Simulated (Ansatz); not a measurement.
Species: sum formula AlCl2F (charge 0, singlet). SMILES: [Cl][Al]([Cl])[F]
Geometry: optimised at B3LYP-D3(BJ)/def2-TZVP (Ansatz, a program for electronic structure).

Computed values are from Ansatz. Correlated levels leave the core frozen unless marked. UHF or UKS for open shells. No spin-orbit coupling. No relativistic terms. Basis-set limits of correlation are two-point, X^-3; Hartree-Fock from the larger set (for Q and 5 zeta extrapolated as (X+1)exp(-9√X)).

Task: What is the dipole moment at CCSD(T)/aug-cc-pV(D+d)Z?

Result: 0.49 D.

Task: What is the T1 diagnostic at CCSD/cc-pV(5+d)Z?

Result: 0.009.

Task: What is the total energy at CCSD(T)/CBS(cc-pV(Q+d)Z,cc-pV(5+d)Z)?

Result: -1261.5803 Eh.

Task: What is the atomisation energy De at CCSD(T)/CBS(cc-pV(Q+d)Z,cc-pV(5+d)Z)?

Result: 1477.4 kJ/mol.
